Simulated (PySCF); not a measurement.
**Converging MgI in the basis (MP2)**

PySCF, UHF reference; doublet, unpaired electrons σ ↑; De to Mg + I without counterpoise correction. Frozen cores follow the default of each basis and core potential.

```tsv
basis	relativity	functions	Re (Å)	ωe (cm⁻¹)	De (eV)	frozen orbitals
def2-SVP	scalar-relativistic core potentials	44	2.616	316	2.29	5
x2c-SVPall	spin-free X2C	54	2.613	321	2.36	19
def2-SVPD	scalar-relativistic core potentials	56	2.635	303	2.34	5
x2c-TZVPPall	spin-free X2C	92	2.580	321	2.40	19
```

(1) How does each smaller set differ from the one with most functions, x2c-TZVPPall?

Correlated steps freeze the inner cores (5 to 19 orbitals); shallow outer-core shells are correlated. Correlated levels converge slowly with the basis: in double zeta they bind strong bonds too weakly, by up to about 1 eV, and carry superposition errors of some tenths. Spin–orbit coupling is left out, which matters for elements this heavy, above all for dissociation energies. The state is the lowest determinant that a PBE0 search found; another state may lie lower at other levels.

## Answers

(1) def2-SVP: +3.6 pm, -1.6 % in ωe, -0.11 eV in De; x2c-SVPall: +3.3 pm, +0.0 % in ωe, -0.04 eV in De; def2-SVPD: +5.5 pm, -5.6 % in ωe, -0.06 eV in De. All at MP2; the set with most functions is neither the basis-set limit nor always the best. The rows treat relativity differently, so the differences are not basis effects alone.
